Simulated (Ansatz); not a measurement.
One change: `NCBBr` becomes `NCBF`.

Ansatz, PBE0-D4/def2-TZVP geometries, multiplicity 1. Each molecule was computed in one conformer, which needn't be the lowest.

Scalar relativity is left out up to krypton.

```
                                      property  `NCBBr`
            HOMO energy (PBE0/def2-TZVPP) / eV    -7.03
size of the dipole moment (PBE/def2-TZVPP) / D     1.78
         HOMO–LUMO gap (B3LYP/def2-TZVPP) / eV     5.25
           HOMO–LUMO gap (PBE/def2-TZVPP) / eV     3.28
           HOMO energy (B3LYP/def2-TZVPP) / eV    -6.78
            LUMO energy (PBE0/def2-TZVPP) / eV    -1.34
```

Q: What does the change do to each property? (An estimate is asked.)

A: Ansatz gave: 
| property | `NCBF` | shift |
| --- | --- | --- |
| HOMO energy (PBE0/def2-TZVPP) / eV | -6.97 | 0.06 |
| size of the dipole moment (PBE/def2-TZVPP) / D | 1.74 | -0.04 |
| HOMO–LUMO gap (B3LYP/def2-TZVPP) / eV | 6.01 | 0.76 |
| HOMO–LUMO gap (PBE/def2-TZVPP) / eV | 4.00 | 0.72 |
| HOMO energy (B3LYP/def2-TZVPP) / eV | -6.73 | 0.05 |
| LUMO energy (PBE0/def2-TZVPP) / eV | -0.44 | 0.90 |

With PBE0 the HOMO rises by 0.06 eV and the LUMO rises by 0.90 eV, so the gap widens by about 0.84 eV. PBE moves the HOMO by 0.08 eV and ωB97M-V by 0.06 eV. Dipoles are sizes alone; their direction can turn.

B3LYP here is the variant with VWN-RPA as its local correlation; programs differ in this.

Spin–orbit coupling is left out; it splits and shifts lone-pair levels of the heavy atoms by tenths of an eV.
